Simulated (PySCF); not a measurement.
H2OSTe, SMILES S[Te]O. Atoms are numbered in the order given.

```xyz
5

Te     0.5279    -0.0207     0.0567
O     -0.0920    -1.8408     0.5304
H     -0.2148    -2.3492    -0.2807
S     -1.5377     1.0467    -0.4798
H     -1.8943     1.4074     0.7670
```
Charge 0, spin multiplicity 1.

Geometry: B3LYP-D3(BJ)/def2-TZVP. The def2 effective core potentials stand for the cores of Te; spin–orbit coupling is left out. One conformer was computed; it need not be the lowest.

Calculation: B3LYP-D3(BJ)/def2-TZVP (PySCF).

Frequencies are harmonic and unscaled.

Problem. Give all harmonic wavenumbers and intensities. (An estimate is asked for; the answer gives what the named calculation found.)

Solution. 
| mode | ν (cm⁻¹) | IR (km/mol) | moving atoms (share of kinetic energy) |
|---|---|---|---|
| 1 | 168 | 0.6 | O 57 %, S 23 %, Te 12 % |
| 2 | 350 | 14.3 | S 48 %, H 39 %, Te 12 % |
| 3 | 356 | 28.3 | H 56 %, S 34 %, Te 9 % |
| 4 | 380 | 93.9 | H 90 %, O 8 % |
| 5 | 589 | 75.7 | O 86 %, Te 11 % |
| 6 | 774 | 6.2 | H 97 % |
| 7 | 999 | 50.4 | H 94 % |
| 8 | 2644 | 0.1 | H 97 % |
| 9 | 3792 | 88.0 | H 94 % |
